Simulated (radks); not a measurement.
Values are calculated unless marked as measured or tabulated.
Co4+, 23 electrons, occupied as [Ar] 3d4.75 4p0.25 (fractional occupations, a model configuration). Level of theory: non-relativistic Kohn-Sham, exchange-only LDA, spin-polarised, spherical densities, point nucleus; open shells are filled with parallel spins first (a radial shooting solver on a logarithmic mesh with Libxc functionals).

Radial electron density D(r) = 4 pi r^2 rho(r):

```
   r/bohr * D(r) (the largest magnitude, 35.6, reaches the edge; | marks zero)
 0.003154 | *
 0.004074 |  *
 0.005305 |    *
 0.006908 |       *
 0.008995 |            *
  0.01162 |                  *
  0.01513 |                         *
   0.0197 |                                  *
  0.02565 |                                          *
  0.03314 |                                                *
  0.04315 |                                                 *
  0.05618 |                                             *
  0.07316 |                                        *
   0.0945 |                                       *
   0.1231 |                                              *
   0.1602 |                                                      *
   0.2086 |                                                     *
   0.2695 |                                       *
   0.3509 |                        *
    0.457 |                     *
    0.595 |                          *
   0.7748 |                        *
    1.001 |               *
    1.303 |     *
    1.697 | *
     2.21 *
    2.854 *
    3.717 *
     4.84 *
```

D(r) has 3 maxima, at r = 0.0402, 0.181, 0.650 bohr, and minima at 0.0859, 0.422 bohr, inside which lie 2.11, 10.72 electrons.
